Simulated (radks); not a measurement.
Q: Cd34+, configuration [Ne] 3s2 3p2. Method: Dirac Kohn-Sham, PBE, spin-unpolarised, spherical densities, finite nucleus; open shells fill j = l - 1/2 first; Fermi nuclear charge, rms radius 4.6087 fm; computed with a radial shooting solver on a logarithmic mesh with Libxc functionals. Some entries of the table are withheld. Estimate them.

orbital  occ.  eigenvalue (eV)  <1/r> (bohr^-1)
1s1/2       2        -28439.71            50.65
2s1/2       2        -5781.219            11.87
2p1/2       2        -5532.296            11.81
2p3/2       4        -5334.267            11.08
3s1/2       2        -2248.617            4.754
3p1/2       2        -2160.301            4.693
3p3/2       0        -2111.693            4.505
3d3/2       0              (1)              (2)
3d5/2       0              (3)              (4)
4s1/2       0        -1181.145            2.520

A: 
(1) 3d3/2 eigenvalue (eV): -1984.540
(2) 3d3/2 <1/r> (bohr^-1): 4.377
(3) 3d5/2 eigenvalue (eV): -1973.097
(4) 3d5/2 <1/r> (bohr^-1): 4.328
